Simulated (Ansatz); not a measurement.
The cluster B₉. The state is a doublet with charge 0. Geometry PBE-D4/def2-SVP.

Cartesian coordinates in Å:
```
B 2.145 0.372 -1.802
B 2.679 0.070 -0.341
B 0.923 0.131 -0.626
B 1.745 -0.206 0.874
B 0.148 -0.218 0.930
B -3.063 -0.179 0.908
B -0.757 0.129 -0.549
B -2.337 0.133 -0.439
B -1.483 -0.230 1.046
```

At PBE-D4/def2-TZVP, r2SCAN-D4/def2-TZVP, r2SCANh-D4/def2-TZVP, PBE0-D4/def2-TZVP the charge 0 doublet is spin-contaminated (final ⟨S²⟩ up to 1.32, 0.75 for a pure state). Another isomer (doublet) lies 1.28 eV lower at PBE0-D4/def2-TZVP; other spin states weren't run for this one.

Problem. Estimate the α-spin orbital energies around the gap (eV) in Ansatz with PBE-D4/def2-TZVP, r2SCAN-D4/def2-TZVP, r2SCANh-D4/def2-TZVP, PBE0-D4/def2-TZVP.

Solution. 
| orbital | PBE-D4/def2-TZVP | r2SCAN-D4/def2-TZVP | r2SCANh-D4/def2-TZVP | PBE0-D4/def2-TZVP |
| --- | --- | --- | --- | --- |
| HOMO−5 | -7.69 | -7.96 | -8.39 | -8.87 |
| HOMO−4 | -7.65 | -7.87 | -8.29 | -8.77 |
| HOMO−3 | -7.27 | -7.41 | -7.82 | -8.32 |
| HOMO−2 | -7.19 | -7.36 | -7.63 | -7.94 |
| HOMO−1 | -6.59 | -6.96 | -7.41 | -7.83 |
| HOMO | -5.74 | -6.08 | -6.45 | -6.78 |
| LUMO | -5.03 | -4.93 | -4.66 | -4.30 |
| LUMO+1 | -4.67 | -4.51 | -4.26 | -4.03 |
| LUMO+2 | -3.92 | -3.71 | -3.40 | -3.02 |
| LUMO+3 | -2.48 | -2.16 | -1.82 | -1.47 |
| LUMO+4 | -1.84 | -1.53 | -1.20 | -0.89 |
| LUMO+5 | -1.78 | -1.37 | -1.02 | -0.84 |
| β HOMO | -6.07 | -6.22 | -6.57 | -6.95 |
| β LUMO | -4.81 | -4.63 | -4.36 | -4.02 |
